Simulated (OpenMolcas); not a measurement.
Fe2+: effect of the metal basis

Fe2+ with its 6 nearest fluoride ions at 2.063 Å, on the Li site of LiF (a = 4.028 Å, distance in the model lattice 2.014 Å). The rest of the host is ab initio model potentials to 7.6 Å and point charges beyond; the distance is set by hand and nothing relaxes, and no local charge compensation is placed.

```yaml
Program: OpenMolcas
Method: "SS-CASPT2, IPEA 0.25 Eh, imaginary shift 0.1 Eh (closed shells correlated: 3s 3p and the ligand valence shells)"
Spin-orbit_coupling: state interaction with AMFI integrals over the reference wave functions
```

Fixed: ligand basis ANO-RCC-VDZP, active space 6 electrons in 5 orbitals (3d), DKH2 Hamiltonian.

States (labels of O, the rotations of Oh). Energies in cm-1 above the lowest state or level, χT in cm3 K/mol; under a threefold ground state the first gap can be a small split of the lowest multiplet, not the spin-orbit step.

| Run | Metal basis | Ground state | First state of that spin | First gap with spin-orbit (degeneracies) | χT at 300 K | First state of another spin | Cost |
| --- | --- | --- | --- | --- | --- | --- | --- |
| A | ANO-RCC-VDZP | 5T2 | 5E 11790 | 190 (3, 2) | 4.043 | 3T1 11930 | roughly 3 core-minutes |
| B | ANO-RCC-VTZP | 5T2 | 5E 11150 | 190 (3, 2) | 4.046 | 3T1 12330 | roughly 7 core-minutes |

Against A, the first state of the same spin changes by -5.4 % in B.

Costs are those of the CASPT2 steps.

Roots that are degenerate in the reference are averaged as groups; the widest CASPT2 spread within a group is 800 cm-1 (the 3-fold group of multiplicity 1 near 20200 cm-1 above the lowest state of its run, B). Shifts and gaps below about the spread of the groups concerned are not significant. Over all roots computed the reference weight is 0.74 to 0.75 in A, 0.73 to 0.75 in B; a low but even weight reflects the number of correlated electrons. An orbital triplet at a regular site is open to Jahn-Teller coupling, which can distort the site and quench the lowest spin-orbit gaps and is left out. A single d shell leaves out the double-shell effect, which counts most for late 3d ions, where the CASPT2 field can be off either way by tens of per cent. Ligand-to-metal charge-transfer states are missing. These CASPT2 states fit no ligand-field parameters well, so their order and spin gaps are uncertain. For late 3d ions with one d shell CASPT2 can put B and the spin-flip bands somewhat low as well as high. With one d shell and no ligand orbital active, 10Dq can be off by tens of per cent for divalent 3d ions, low with halides held by bare charges and at times high in hosts. Free-ion shares, where given, are those of the reference states; single-state CASPT2 does not remix them. No measured value stands beside these numbers; the geometry was set by hand and not optimised.
